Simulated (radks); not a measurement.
The numbers below are computed, except where a source is named.
Task: Ionisation of Ru, [Kr] 4d7 5s1, to Ru+, [Kr] 4d7, under several functionals. Scalar-relativistic Kohn-Sham, spin-polarised, spherical densities, point nucleus; open shells are filled with parallel spins first (spin-orbit coupling, left out, can overturn this in heavy ions); a radial shooting solver on a logarithmic mesh with Libxc functionals. Known Delta-SCF values: LDA (Slater exchange, Perdew-Wang correlation) 8.034 eV; B86b exchange with PBE correlation 7.799 eV. What does RPBE give, and what is its highest occupied eigenvalue?

Result: 7.670 eV by Delta-SCF; the 4d eigenvalue is -3.753 eV. NIST: 7.361 eV (measured).
